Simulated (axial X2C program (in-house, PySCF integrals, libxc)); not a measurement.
**What spin–orbit coupling does to PdB⁺**

Calculated with an axial X2C code built on PySCF integrals. Spin-free means the one-electron spin-free X2C Hamiltonian; two-component (2c) means X2C with spin–orbit coupling and atomic mean-field two-electron Coulomb and Gaunt terms, so the difference of the two also holds small scalar two-electron terms. Basis: Pd dyall-cv3z [12s12p8d5f3g], B dyall-v3z [7s6p2d1f] (cores contracted in-house); Gaussian nuclei, density fitting, unrestricted open shells. Masses: Pd 105.903 u, B 11.009 u.

Spin-free state: M_S = 0, Λ = 0 (closed shell); fragments Pd+ + B for PBE0, HF, TPSSh; Pd + B+ for MP2.

| level | Re (Å) | ωe (cm⁻¹) | De (eV) | μ (D) |
| --- | --- | --- | --- | --- |
| PBE0 | 1.738 | 817.1 | 4.840 | 0.77 |
| HF | 1.741 | 759.5 | 1.474 | 1.02 |
| MP2 | 1.732 | 867.8 | 5.016 | n/a |
| TPSSh | 1.751 | 803.5 | 4.922 | 0.66 |

Correlated methods: 12 electrons correlated (number of frozen shells: Pd 4 s, 3 p, 1 d; B 1 s), 268 virtual spin orbitals or spinors in MP2.

Dipoles are positive if B is the positive end and refer to the centre of mass.

Two-component determinant lowest at the distance of the search:

Ω = 0 (closed shell); fragments Pd+ + B for PBE0, HF, TPSSh; Pd + B+ for MP2.

```
level  Re (Å)  ωe (cm⁻¹)  De (eV)  μ (D)
 PBE0   1.738      816.2      n/a   0.77
   HF   1.740      758.1      n/a   1.01
  MP2   1.732      867.2    5.015    n/a
TPSSh   1.750      802.6      n/a   0.66
```

(1) From the two tables, how do the constants change at the MP2 level (2c against spin-free)?

Occupations by symmetry block were frozen at the best pattern of an incomplete PBE0 search. Closed shells are restricted here (equal orbitals for both partners); the stretched side of such a curve lies too high. De is counted from the lowest determinant-based energies of the atoms at the same level, without counterpoise correction. De is not given where an atomic determinant may have missed its ground term or J level, or where the truncated virtual space spoils (T). Without a current term, density functionals place determinants with orbital angular momentum somewhat too high.

Answers

(1) At the MP2 level Re doesn't move by more than 0.001 Å and ωe goes down by 0.6 cm⁻¹; De changes by -0.001 eV.
